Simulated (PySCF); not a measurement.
silicon monosulfide (SSi), singlet, geometry from GFN2-xTB. Base run: B3LYP/6-31G (PySCF).

PySCF was given this input:
```python
from pyscf import gto, scf, dft, solvent

mol = gto.M(
    atom='''
Si   -0.00000000   -0.00000000   -1.06660322
S     0.00000000    0.00000000    0.93327782
''',
    basis='6-31g',
    verbose=4,
)

mf = dft.RKS(mol)
mf.xc = 'b3lyp'
mf.kernel()
```

Variants of this job, named by their change:

```
change                                                     ΔE vs base (kJ/mol)  dipole (D)  HOMO-LUMO gap (eV)
---------------------------------------------------------  -------------------  ----------  ------------------
base                                                                      0.00        2.17                5.05
model = IEF-PCM; solvent = dimethylsulfoxide                            -11.06        3.28                5.16
model = ddCOSMO; solvent = chloroform                                   -10.21        3.07                5.15
model = IEF-PCM; solvent = dichloromethane                               -9.32        3.11                5.14
model = C-PCM; solvent = chloroform                                      -8.36        3.00                5.13
model = IEF-PCM; solvent = chloroform; lebedev_order = 11                -7.54        2.92                5.12
model = IEF-PCM; solvent = 2-propanol                                   -10.45        3.22                5.15
model = IEF-PCM; solvent = chloroform                                    -7.67        2.94                5.12
model = IEF-PCM; solvent = chloroform; vdw_scale = 1.1                  -10.11        3.11                5.15
model = IEF-PCM; solvent = chloroform; vdw_scale = 1.4                   -4.66        2.68                5.09
model = IEF-PCM; solvent = chloroform; r_probe = 0.5                     -4.10        2.62                5.09
model = IEF-PCM; solvent = methanol                                     -10.87        3.26                5.15
```

The base is the gas phase, so ΔE is the electrostatic part of solvation at a fixed geometry, without cavity and dispersion terms.
